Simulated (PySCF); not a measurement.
A side-by-side comparison of computed properties.

First species: Ethenethione, C2H2S.
SMILES: `C=C=S`

Second species: C3H5FOSi.
Structure used (GFN2-xTB), in Å, numbered top down from 1:
```xyz
11
C3H5FOSi angstrom
C     -1.5650   -0.3099    0.6643
C     -0.5942   -1.1582    0.3514
C      0.6758   -0.7560   -0.2782
O      1.4846   -1.5980   -0.6256
Si     1.1040    1.0963   -0.5972
F      0.8030    1.9272    0.7560
H     -2.4841   -0.6445    1.1168
H     -1.4789    0.7496    0.4859
H     -0.6951   -2.2209    0.5358
H      0.2280    1.6880   -1.5985
H      2.5274    1.2290   -0.8367
```

Levels: B3LYP/def2-SVPD for dipole moment, HOMO energy, LUMO energy, HOMO–LUMO gap, static isotropic polarisability and electronic spatial extent ⟨r²⟩ about the centre of nuclear charge; TDDFT B3LYP/def2-SVPD for lowest singlet excitation; TDA B3LYP/def2-SVPD for lowest triplet excitation (Tamm–Dancoff); GFN2-xTB for rotational constant A and rotational constant C. Geometries: GFN2-xTB. All species are isolated and taken at one optimised geometry, non-relativistic unless stated; the electronic structure was computed with PySCF and density fitting.

The conformers computed, where there is a choice (atom-mapped SMILES and torsion angles):
- `[CH2:1]=[CH:2][C:3](=[O:4])[SiH2:5][F:6]`: C1–C2–C3–O4 -175°, C2–C3–Si5–F6 48°

Task: Which of the two has the higher static isotropic polarisability, and by how much?

Result: The second: 65.4 au against 47.3 au, a difference of 18.1 au.

Task: Which has the higher S1 energy?

Result: The second: 2.94 eV against 2.59 eV, a difference of 0.35 eV.

Task: Which has the higher rotational constant A?

Result: The first: 298.388 GHz against 3.633 GHz, a difference of 294.755 GHz.

Task: Which has the higher HOMO energy?

Result: The first: -6.47 eV against -7.08 eV, a difference of 0.61 eV.

Task: Which of the two has the higher rotational constant C, and by how much?

Result: The first: 5.609 GHz against 1.608 GHz, a difference of 4.001 GHz.

Task: Which has the higher T1 energy?

Result: The second: 2.38 eV against 2.26 eV, a difference of 0.12 eV.

Task: Which has the higher ⟨r²⟩?

Result: The second: 736 bohr² against 238 bohr², a difference of 498 bohr².

Task: Which of the two has the higher LUMO energy, and by how much?

Result: The first: -2.43 eV against -2.58 eV, a difference of 0.15 eV.

On the first: The principal polarisabilities are 32.8, 33.0 and 76.1 au; their mean is the isotropic value. S1 lies 1.45 eV below the HOMO–LUMO gap; its leading configuration is HOMO→LUMO, weight 1.00.

On the second: In wavenumbers S1 is 23700 cm⁻¹ (1 eV = 8065.54 cm⁻¹).
